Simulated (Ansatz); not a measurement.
`OB[SiH2][AlH2]` + HCl → `[AlH2][SiH2]Cl` + `BO` at 298.15 K and 1 bar (cleavage of the Si–B bond).

Isolated molecules relaxed with PBE0-D4/def2-TZVP in Ansatz; ΔE leaves out vibrations. CBS: MP2 limit from def2 TZ/QZ plus the TZ coupled-cluster correction, frozen cores. This one scheme is used for every species. Each species was taken in one conformer, which may not be the lowest.

```tsv
species	CCSD(T)/CBS energy (Eh)	H − E (kJ/mol)	S (J/(mol·K))
`OB[SiH2][AlH2]`	-634.67870	174.2	366.8
HCl	-460.38127	26.6	186.8
`[AlH2][SiH2]Cl`	-993.29495	101.5	333.3
`BO`	-101.80414	103.5	230.4
```

H − E and S are ideal-gas, rigid-rotor, harmonic terms from PBE0-D4/def2-TZVP, for one conformer and one mirror image of each species. 1 Eh = 2625.50 kJ/mol, R = 8.31446 J/(mol·K).

**Question.** By hand: ΔE, ΔH, ΔS and ΔG.

**Answer.** ΔE = (-993.29495) + (-101.80414) − (-634.67870) − (-460.38127) = -0.03912 Eh = -102.7 kJ/mol. Δ(H − E) = 101.5 + 103.5 − 174.2 − 26.6 = 4.2, so ΔH = -98.5 kJ/mol. ΔS = 333.3 + 230.4 − 366.8 − 186.8 = 10.1 J/(mol·K). ΔG = -98.5 − 298.15 × (10.1)/1000 = -101.5 kJ/mol.

**Question.** By hand: the equilibrium constant, and the temperature at which ΔG would vanish if ΔH and ΔS stayed fixed.

**Answer.** log₁₀ K = −ΔG/(RT ln 10) = 17.8. ΔH and −TΔS have one sign here, so there is no such temperature.

The number of gas molecules stays the same, so ΔS is small and ΔH decides. A doubt of 5 kJ/mol in ΔE shifts log₁₀ K by 0.9 here. Other conformers and mirror images would add mixing entropy, several J/(mol·K) or more a flexible species. Modes under 60 cm⁻¹, often nearly free rotors, make the harmonic entropy too high. These are equilibria of isolated gas molecules and say nothing of rates. Largest T1 diagnostic: 0.015 (customary marks: 0.02 for closed shells, 0.045 for open ones).

ΔS is within the doubt of such terms, so its sign, and with it that verdict, could turn.
